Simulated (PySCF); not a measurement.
Vertical excitations of a molecule C4H6ClF from TDA-LC-ωPBE/def2-SVPD in PySCF, as energy in eV (oscillator strength): 6.71 (0.001), 7.41 (0.131), 7.53 (0.518), 8.25 (0.000), 8.26 (0.006), 8.61 (0.001), 8.88 (0.011), 8.97 (0.043), 9.21 (0.006), 9.22 (0.009). Lowest triplet (TDA): 4.06 eV. Geometry optimised at B3LYP-D3(BJ)/def2-SVP. The values are those of a single conformer.

### Question
Which molecule gave these data?
(A) CC/C(F)=C/Cl
(B) FC1(Cl)CCC1
(C) CC/C(Cl)=C\F
(D) CC/C=C(\F)Cl

### Answer
A, CC/C(F)=C/Cl
